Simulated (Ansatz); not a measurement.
One geometry of Ga₄O₉H₆, several levels of theory.

```yaml
crystal:
  periodic: [false, false, false]
  atoms:
    - {symbol: Ga, position_ang: [2.554206, 0.694409, -0.383361]}
    - {symbol: Ga, position_ang: [-1.867822, -2.402780, 0.815790]}
    - {symbol: Ga, position_ang: [0.928343, 2.787953, 0.035325]}
    - {symbol: Ga, position_ang: [-0.132285, 0.209556, 0.674186]}
    - {symbol: O, position_ang: [2.088776, 2.225708, -1.226610]}
    - {symbol: O, position_ang: [-1.305526, -0.842259, 1.466494]}
    - {symbol: O, position_ang: [-0.786189, 1.807471, -0.118751]}
    - {symbol: O, position_ang: [1.041868, -0.677560, -0.603606]}
    - {symbol: O, position_ang: [0.671403, 4.432603, 0.649997]}
    - {symbol: O, position_ang: [0.511651, -1.056451, -1.897641]}
    - {symbol: O, position_ang: [1.377488, 1.179917, 1.122058]}
    - {symbol: O, position_ang: [-2.733680, -3.500761, 1.898438]}
    - {symbol: O, position_ang: [-1.578661, -2.836418, -0.885847]}
    - {symbol: H, position_ang: [-1.540630, 1.955999, -0.701602]}
    - {symbol: H, position_ang: [0.953058, -1.915957, -2.016090]}
    - {symbol: H, position_ang: [3.879964, -0.080964, -0.301446]}
    - {symbol: H, position_ang: [0.046916, 4.464721, 1.386083]}
    - {symbol: H, position_ang: [-1.108638, -2.131127, -1.362691]}
    - {symbol: H, position_ang: [-3.000233, -4.314071, 1.449277]}
basis:
  gaussian: {orbitals: def2-SVP, initial_orbitals: start.molden}
hamiltonian: {xc: pbe0, dispersion: d4}
scf: {omitted_lower_state_checks: [starts]}
output: {orbitals: {seedname: orbitals}}
```

The file start.molden holds the orbitals of an earlier run on this structure, at another level or in another basis.

```sh
$ ansatz run in.yaml --threads 4 --pin off --events-out ev --progress --plain --max-ram 6963MiB
```

It prints (some lines left out):

```
Functional definition: PBE0
2740 factors; integrals over basis functions are off by at most 1.4e-3 eV
mean field evaluation 1: about -227952.0987 eV, gradient 7.2e0 eV
mean field evaluation 2: about -227952.2026 eV, gradient 1.2e-1 eV
mean field evaluation 4: about -227952.4525 eV, gradient 1.2e-3 eV
mean field -227952.45251168 eV, -8377.0981180823 hartree, gradient 3.1e-5 eV, S^2 0.000000; 0 other end points of the search recorded, 0 dependent functions left out
reference -227952.45256080 eV, -8377.0981198874 hartree; 101, 101 occupied and 183, 183 virtual orbitals, 2740 factors
Total energy: -227953.14835391 eV, -8377.1236898127 hartree
Checks for a lower state left out: starts
```

Hardware: 4 threads of Arm Neoverse V1 on a shared host. Wall time 20 s, peak host memory 1.4 GiB.

The first input with `hamiltonian: {xc: pbe, dispersion: d4}`, `output: {forces: true, orbitals: {seedname: orbitals}}` (abridged; 12 s):

```
Functional definition: PBE
mean field -227948.68549434 eV, -8376.9596827486 hartree, gradient 2.3e-5 eV, S^2 0.000000
Total energy: -227949.48360378 eV, -8376.9890127296 hartree
Atom 0 force     0.193849    -0.186631    -0.002507 eV/Å
Atom 1 force     0.043894    -0.031052    -0.091142 eV/Å
Atom 2 force    -0.111569     0.088541     0.027022 eV/Å
Atom 3 force    -0.082563    -0.089865    -0.015741 eV/Å
Atom 4 force     0.213637     0.262690    -0.542323 eV/Å
Atom 5 force    -0.194471     0.163393     0.446032 eV/Å
Atom 6 force    -0.058118     0.100774     0.109655 eV/Å
Atom 7 force     0.146798    -0.209431    -0.010014 eV/Å
Atom 8 force     0.233482     0.428441    -0.179408 eV/Å
Atom 9 force    -0.302919     0.292122    -0.173172 eV/Å
Atom 10 force     0.231847     0.054329     0.531693 eV/Å
Atom 11 force    -0.127672     0.073152     0.527269 eV/Å
Atom 12 force    -0.172985    -0.473060    -0.248340 eV/Å
Atom 13 force    -0.288368     0.045989    -0.235057 eV/Å
Atom 14 force     0.193817    -0.393180    -0.053175 eV/Å
Atom 15 force     0.208039    -0.122172     0.008726 eV/Å
Atom 16 force    -0.267944    -0.017959     0.313991 eV/Å
Atom 17 force     0.238684     0.346223    -0.196864 eV/Å
Atom 18 force    -0.097437    -0.332302    -0.216643 eV/Å
Dipole moment:    -0.394072    -0.486176    -0.255462 e Å
Checks for a lower state left out: starts
```

The first input with `hamiltonian: {xc: r2scan, dispersion: d4}` (abridged; 21 s):

```
Functional definition: r2SCAN
mean field -227990.18769574 eV, -8378.4848605189 hartree, gradient 2.7e-5 eV, S^2 0.000000
Total energy: -227990.39336325 eV, -8378.4924186604 hartree
Checks for a lower state left out: starts
```

Geometry: r2SCAN-D4/def2-SVP.

The structure holds one bond between oxygen atoms, so isomers without such links may lie far lower. Another isomer (singlet) lies 0.77 eV lower at PBE0-D4/def2-SVP; other spin states weren't run for this one.
